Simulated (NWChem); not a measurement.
System: AlHOF2; SMILES [OH][Al]([F])[F]

```xyz
5

Al     0.0243    -0.0348     0.0000
F     -0.8271     1.3974     0.0000
F      1.6855     0.0272     0.0000
O     -0.7329    -1.5556     0.0000
H     -1.6985    -1.6460     0.0000
```
Atoms are numbered in this order, from 1.

All runs: NWChem. All runs use the structure optimised with PBE-D3(BJ)/def2-SVP. B3LYP is NWChem's, with the RPA form of VWN correlation. Atomic charges in e: unrestrained fits to the electrostatic potential beside Mulliken populations; buried atoms are poorly determined by the fit.

Q: What does the run give for B3LYP/def2-SVP? Quantities: ESP Al1; Mulliken Al1; ESP F2; Mulliken F2; ESP F3; Mulliken F3; ESP O4; Mulliken O4; relative RMS misfit of the potential (%).

A: 
| Quantity | Value |
|---|---|
| ESP Al1 | 1.33 |
| Mulliken Al1 | 1.05 |
| ESP F2 | -0.48 |
| Mulliken F2 | -0.40 |
| ESP F3 | -0.45 |
| Mulliken F3 | -0.39 |
| ESP O4 | -0.79 |
| Mulliken O4 | -0.45 |
| relative RMS misfit of the potential (%) | 13 |
